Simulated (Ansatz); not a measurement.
Reactions of CH₉BGeSi (`[BH2][GeH2][CH2][SiH3]`).

Computed with Ansatz on PBE0-D4/def2-TZVP structures; ΔE is electronic, products minus reactants. CCSD(T)/CBS is the MP2 limit (def2-TZVPP, def2-QZVPP) plus CCSD(T) − MP2 in def2-TZVPP, frozen cores. This one scheme is used for every species. Functionals use def2-TZVPP. B3LYP here is the variant with VWN-RPA as its local correlation; programs differ in this. For Ge outer-core shells are correlated without core-valence functions, which leaves a few kJ/mol of doubt a bond. Scalar relativity is left out up to krypton. One conformer a species, not always the lowest.

```json
{"reaction": "`[BH2][GeH2][CH2][SiH3]` + `ClCCCl` → `BCCCl` + `[SiH3][CH2][GeH2][Cl]`", "CCSD(T)/CBS(def2) (eV)": "-1.58"}
{"reaction": "`[BH2][GeH2][CH2][SiH3]` + `N=CF` → `[BH2][GeH2][F]` + `N=CC[SiH3]`", "CCSD(T)/CBS(def2) (eV)": "?"}
{"reaction": "`[BH2][GeH2][CH2][SiH3]` + `F[SiH2]OP` → `[BH2][GeH2][PH2]` + `F[SiH2]OC[SiH3]`", "CCSD(T)/CBS(def2) (eV)": "0.67"}
{"reaction": "`[BH2][GeH2][CH2][SiH3]` + `FCO[SiH2][SiH3]` → `[BH2][GeH2][SiH2][SiH3]` + `FCOC[SiH3]`", "CCSD(T)/CBS(def2) (eV)": "1.43"}
{"reaction": "`[BH2][GeH2][CH2][SiH3]` + `CB(N)C[SiH3]` → `BB(C)C[SiH3]` + `[NH2][GeH2][CH2][SiH3]`", "CCSD(T)/CBS(def2) (eV)": "1.33"}
{"reaction": "`[BH2][GeH2][CH2][SiH3]` + `OBCl` → `OB([SiH3])Cl` + `[BH2][GeH2][CH3]`", "CCSD(T)/CBS(def2) (eV)": "?"}
{"reaction": "`[BH2][GeH2][CH2][SiH3]` + `O[Si]S` → `[SiH3]O[Si]S` + `[BH2][GeH2][CH3]`", "CCSD(T)/CBS(def2) (eV)": "-0.99"}
{"reaction": "`[BH2][GeH2][CH2][SiH3]` + `NC1C[SiH2]1` → `[NH2][GeH2][CH2][SiH3]` + `BC1C[SiH2]1`", "CCSD(T)/CBS(def2) (eV)": "-1.64"}
{"reaction": "`[BH2][GeH2][CH2][SiH3]` + `COB(S)Cl` → `[SiH3][CH2][GeH2][SH]` + `BB(Cl)OC`", "CCSD(T)/CBS(def2) (eV)": "?"}
{"reaction": "`[BH2][GeH2][CH2][SiH3]` + `BNCC=C` → `BN([SiH3])CC=C` + `[BH2][GeH2][CH3]`", "CCSD(T)/CBS(def2) (eV)": "-0.32"}
```

(1) Fill in the missing values. (Best estimate.)

Largest T1 diagnostic: 0.015, for `O[Si]S`.

Results:

(1) The calculation gave: `[BH2][GeH2][CH2][SiH3]` + `N=CF` → `[BH2][GeH2][F]` + `N=CC[SiH3]`: -0.75 eV; `[BH2][GeH2][CH2][SiH3]` + `OBCl` → `OB([SiH3])Cl` + `[BH2][GeH2][CH3]`: +0.25 eV; `[BH2][GeH2][CH2][SiH3]` + `COB(S)Cl` → `[SiH3][CH2][GeH2][SH]` + `BB(Cl)OC`: +0.24 eV.
